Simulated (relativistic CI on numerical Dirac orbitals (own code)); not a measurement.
Radial Dirac CI calculation of As³⁺.

Command:

```sh
python run_levels.py task.json out
```

Input:

```
atom As  Z=33  charge=3  electrons=30
nucleus A=75  rms_radius_fm=4.0968
hamiltonian dirac-coulomb  breit=off  qed=on  c_scale=1
orbitals kli  potential=per-configuration
slater_scale 1
correlation none
mixing on
grid step=0.0125 r_max=37.3
scf mixing=0.4 start=green max_iterations=30 tolerance=1e-06 node_fill=0.05
configurations
  [Ar] 3d10 4s2
  [Ar] 3d10 4s 4p
  [Ar] 3d10 4p2
  [Ar] 3d10 4s 4d
  [Ar] 3d10 4s 4f
end
```

Output:

```
SCF 1: [Ar] 3d10 4s2
 iter      energy (Ha)   residual   last orbital (Ha)
    1     -2238.390279   2.55e+00     -3.15121
    2     -2255.491805   8.80e-01     -2.26633
    3     -2257.295366   1.50e-01     -1.84039
    4     -2257.419659   1.71e-01     -1.84166
    5     -2257.479146   1.37e-02     -1.76646
    6     -2257.478528   3.47e-03     -1.76294
    7     -2257.478819   8.50e-04     -1.76218
    8     -2257.478881   5.51e-05     -1.76237
    9     -2257.478881   4.06e-05     -1.76236
   10     -2257.478879   1.89e-06     -1.76235
   11     -2257.478879   2.04e-07     -1.76235
SCF 2: [Ar] 3d10 4s 4p
 iter      energy (Ha)   residual   last orbital (Ha)
    1     -2238.052158   2.53e+00     -2.51192
    2     -2255.151677   8.59e-01     -1.76665
    3     -2256.949774   1.45e-01     -1.44635
    4     -2257.073440   1.51e-01     -1.44796
    5     -2257.119936   1.15e-02     -1.39620
    6     -2257.119319   3.09e-03     -1.39406
    7     -2257.119578   8.03e-04     -1.39346
    8     -2257.119640   1.01e-04     -1.39362
    9     -2257.119636   4.13e-05     -1.39360
   10     -2257.119634   1.92e-06     -1.39359
   11     -2257.119634   1.61e-07     -1.39359
SCF 3: [Ar] 3d10 4p2
 iter      energy (Ha)   residual   last orbital (Ha)
    1     -2237.586050   2.54e+00     -2.51192
    2     -2254.713459   8.51e-01     -1.75724
    3     -2256.506614   1.44e-01     -1.43703
    4     -2256.625592   1.40e-01     -1.43945
    5     -2256.666022   7.32e-03     -1.38931
    6     -2256.665414   3.71e-03     -1.38825
      ... 15 steps not shown
SCF 5: [Ar] 3d10 4s 4f
 iter      energy (Ha)   residual   last orbital (Ha)
    1     -2237.968583   2.48e+00     -0.64506
    2     -2254.338360   8.24e-01     -0.54422
    3     -2256.100184   1.27e-01     -0.51525
    4     -2256.186612   1.37e-01     -0.51112
    5     -2256.227873   8.68e-03     -0.50693
    6     -2256.227194   3.52e-03     -0.50669
    7     -2256.227423   8.23e-04     -0.50663
    8     -2256.227483   7.27e-05     -0.50662
    9     -2256.227481   2.91e-05     -0.50662
   10     -2256.227479   1.53e-07     -0.50662
orbital energies (Ha): 2p1/2 -50.1166  2p3/2 -48.7762  3s -8.4801  3p1/2 -6.5140  3p3/2 -6.3308  3d3/2 -2.9629  3d5/2 -2.9361  4s -1.7623
configuration averages (Ha): Dirac-Coulomb, Breit, QED
  4s2                          -2257.478879    0.000000    0.709704
  4s 4p                        -2257.119634    0.000000    0.709125
  4p2                          -2256.665761    0.000000    0.708514
  4s 4d                        -2256.558421    0.000000    0.709142
  4s 4f                        -2256.227479    0.000000    0.709180
levels: no., configuration, term, J, E (cm-1), weight
   1 4s2                    1S   0                0.0  0.96
   2 4s 4p                  3P*  0            72382.0  1.00
   3 4s 4p                  3P*  1            73551.9  1.00
   4 4s 4p                  3P*  2            76038.6  1.00
   5 4s 4p                  1P*  1           121402.6  1.00
   6 4p2                    1D   2           174524.7  0.68
   7 4p2                    3P   0           177141.5  0.99
   8 4p2                    3P   1           178534.4  1.00
   9 4p2                    3P   2           181173.3  0.95
  10 4s 4d                  3D   1           206645.7  1.00
  11 4s 4d                  3D   2           206781.9  1.00
  12 4s 4d                  3D   3           206987.4  1.00
  13 4p2                    1S   0           218795.1  0.96
  14 4s 4d                  1D   2           235298.5  0.71
lowest total energy -2256.804422 Ha
end: converged
```

Against the reference input this run has: SCF tolerance 1e-06, Breit term off, iteration limit 30. The reference run ends at -2255.749748 Ha with Breit and QED terms.

With so few configurations and no correlation, terms lie too far apart (by 10 to 50 % or more near neutrality), their order can be wrong, and levels of other configurations are missing.
